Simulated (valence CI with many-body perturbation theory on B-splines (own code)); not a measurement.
**E1 line list for Rh13+**

Method: configuration interaction combined with many-body perturbation theory (CI+MBPT): four valence electrons over a frozen Dirac-Fock core [Ar] 3d10, a basis of 11 s, 11 p, 10 d, 8 f, 5 g, 2 h functions for each j, with the one-electron correlation potential Σ1 (screened to all orders), the two-electron term Σ2, the three-electron term Σ3, Breit, model QED; selected single and double excitations, second order for the rest, scaled by the run's own slope (own B-spline code, finite nucleus).

No measured levels were compared; by estimate levels hold to about 250 cm⁻¹ or 0.2 % of their energy and the worst to 1 %, as in measured heavy ions of charge 2 to 7; those with d or f electrons hold less well. Among the levels kept, up to 600 cm⁻¹ of a level comes from second order outside the variational space, and about a tenth of that is noise between levels of different J, which matters for small intervals.

Lines 1 to 50 of 554 in falling wavelength, among levels below 1236700 cm⁻¹, chosen from the strongest by gf and those to the six lowest levels. Wavelengths and rates use the calculated energies, so an error of 800 cm⁻¹ moves a line at 90.65 nm by 0.73 % and its rate by three times that or more. Electric multipoles are in the length gauge with retardation, E1 and E2 with the static RPA response of the core. Weak lines are less certain than strong ones. Lines between different terms over intervals too small for the method are left out, as are lines whose strength nearly cancels. Where a level lies close to another of its J and parity, the split of strength between their lines is uncertain. The highest levels of a list are the least certain.

Names give the largest LS component (configuration and term), which can be under half, so a name can repeat, a term be missing and a line seem to break the LS rules; names also repeat where a configuration has a term twice. Letters in brackets count levels of one name in rising energy.

| λ vac (nm) | Upper | Lower | A (s⁻¹) | S (a.u.) |
| --- | --- | --- | --- | --- |
| 90.65 | 4s2.4p.5p 3D_1 | 4s2.4p.5s 3P°_1 | 1.23e+09 | 1.36e+00 |
| 89.30 | 4s2.4p.5p 3P_1 [b] | 4s2.4p.5s 1P°_1 | 9.50e+08 | 1.00e+00 |
| 88.82 | 4s2.4p.5p 3D_1 | 4s2.4p.5s 3P°_0 | 5.80e+08 | 6.01e-01 |
| 85.52 | 4s2.4p.5p 3P_2 | 4s2.4p.5s 1P°_1 | 5.03e+08 | 7.77e-01 |
| 85.35 | 4s2.4p.5p 3P_1 [b] | 4s2.4p.5s 3P°_2 | 1.00e+09 | 9.25e-01 |
| 81.89 | 4s2.4p.5p 3P_2 | 4s2.4p.5s 3P°_2 | 1.83e+09 | 2.47e+00 |
| 79.34 | 4s2.4p.5p 3P_0 | 4s2.4p.5s 3P°_1 | 2.65e+09 | 6.53e-01 |
| 76.97 | 4s2.4p.5p 3S_1 | 4s2.4p.5s 1P°_1 | 1.24e+09 | 8.36e-01 |
| 76.11 | 4s2.4p.5p 3D_3 | 4s2.4p.5s 3P°_2 | 3.03e+09 | 4.61e+00 |
| 75.21 | 4s2.4p.5p 3P_1 [a] | 4s2.4p.5s 3P°_1 | 8.13e+08 | 5.12e-01 |
| 74.25 | 4s2.4p.5p 3D_2 | 4s2.4p.5s 3P°_1 | 3.25e+09 | 3.29e+00 |
| 74.01 | 4s2.4p.5p 3S_1 | 4s2.4p.5s 3P°_2 | 1.85e+09 | 1.11e+00 |
| 73.94 | 4s2.4p.5p 3P_1 [a] | 4s2.4p.5s 3P°_0 | 2.30e+09 | 1.38e+00 |
| 72.46 | 4s2.4p.5p 1D_2 | 4s2.4p.5s 1P°_1 | 2.77e+09 | 2.60e+00 |
| 69.83 | 4s2.4p.5p 1D_2 | 4s2.4p.5s 3P°_2 | 8.90e+08 | 7.48e-01 |
| 62.49 | 4s2.4p.5p 1S_0 | 4s2.4p.5s 1P°_1 | 5.54e+09 | 6.67e-01 |
| 56.17 | 4s.4p3 5S°_2 | 4s2.4p2 1D_2 | 1.18e+07 | 5.16e-03 |
| 50.20 | 4s.4p3 3D°_1 | 4s2.4p2 1S_0 | 2.42e+07 | 4.54e-03 |
| 45.45 | 4p3.4d 3F°_4 [a] | 4s.4p2.4d 3F_4 [c] | 6.49e+08 | 2.71e-01 |
| 45.42 | 4s.4p3 5S°_2 | 4s2.4p2 3P_2 | 1.41e+08 | 3.26e-02 |
| 45.34 | 4p4 1D_2 | 4s.4p3 1P°_1 | 1.46e+09 | 3.35e-01 |
| 44.89 | 4p4 3P_2 | 4s.4p3 3S°_1 | 1.55e+09 | 3.47e-01 |
| 44.15 | 4p3.4d 3G°_5 | 4s.4p2.4d 3F_4 [c] | 2.60e+09 | 1.22e+00 |
| 43.25 | 4s.4p2.4d 1G_4 | 4s2.4p.4d 1F°_3 | 1.03e+09 | 3.71e-01 |
| 43.02 | 4s.4p3 5S°_2 | 4s2.4p2 3P_1 | 1.82e+08 | 3.58e-02 |
| 42.74 | 4s.4p3 3D°_1 | 4s2.4p2 1D_2 | 2.01e+08 | 2.32e-02 |
| 42.10 | 4s.4p3 3D°_2 | 4s2.4p2 1D_2 | 5.00e+07 | 9.21e-03 |
| 41.35 | 4p3.4d 3G°_4 | 4s.4p2.4d 3F_3 [c] | 8.50e+08 | 2.67e-01 |
| 41.24 | 4p3.4d 3D°_3 [c] | 4s.4p2.4d 3P_2 [c] | 1.14e+09 | 2.77e-01 |
| 40.72 | 4p3.4d 3F°_3 [a] | 4s.4p2.4d 3F_3 [b] | 1.24e+09 | 2.88e-01 |
| 40.30 | 4p3.4d 3F°_3 [b] | 4s.4p2.4d 3D_2 [d] | 1.21e+09 | 2.74e-01 |
| 40.07 | 4s.4p3 3P°_1 | 4s2.4p2 1S_0 | 2.25e+08 | 2.14e-02 |
| 40.03 | 4p3.4d 3F°_2 [a] | 4s.4p2.4d 3F_2 [b] | 2.51e+09 | 3.97e-01 |
| 40.00 | 4s.4p3 3D°_3 | 4s2.4p2 1D_2 | 1.04e+09 | 2.31e-01 |
| 39.88 | 4p3.4d 3F°_3 [b] | 4s.4p2.4d 3D_3 [e] | 1.17e+09 | 2.57e-01 |
| 39.86 | 4p3.4d 3F°_2 [b] | 4s.4p2.4d 3D_2 [a] | 2.23e+09 | 3.48e-01 |
| 39.75 | 4p3.4d 3D°_3 [b] | 4s.4p2.4d 1D_2 [b] | 1.14e+09 | 2.47e-01 |
| 38.89 | 4p3.4d 3F°_4 [a] | 4s.4p2.4d 3F_3 [b] | 1.24e+09 | 3.24e-01 |
| 38.70 | 4p3.4d 3P°_1 [c] | 4s.4p2.4d 3P_2 [c] | 3.95e+09 | 3.39e-01 |
| 38.41 | 4p4 3P_1 | 4s.4p3 3S°_1 | 3.10e+09 | 2.60e-01 |
| 38.24 | 4p3.4d 3P°_1 [b] | 4s.4p2.4d 1D_2 [a] | 3.15e+09 | 2.61e-01 |
| 37.21 | 4p4 3P_2 | 4s.4p3 3P°_2 | 1.91e+09 | 2.43e-01 |
| 37.19 | 4p3.4d 3F°_4 [b] | 4s.4p2.4d 3D_3 [e] | 1.85e+09 | 4.23e-01 |
| 36.64 | 4p3.4d 3F°_4 [a] | 4s.4p2.4d 3D_3 [b] | 1.05e+09 | 2.29e-01 |
| 36.33 | 4p4 1D_2 | 4s.4p3 1D°_2 | 7.84e+09 | 9.27e-01 |
| 36.23 | 4p3.4d 3P°_1 [a] | 4s.4p2.4d 3D_2 [c] | 5.39e+09 | 3.80e-01 |
| 36.22 | 4s.4p3 3D°_1 | 4s2.4p2 3P_2 | 3.44e+08 | 2.42e-02 |
| 35.78 | 4p3.4d 1G°_4 | 4s.4p2.4d 3D_3 [b] | 1.09e+09 | 2.21e-01 |
| 35.77 | 4p3.4d 3D°_1 [b] | 4s.4p2.4d 3D_2 [b] | 3.34e+09 | 2.27e-01 |
| 35.76 | 4s.4p3 3D°_2 | 4s2.4p2 3P_2 | 5.58e+07 | 6.30e-03 |
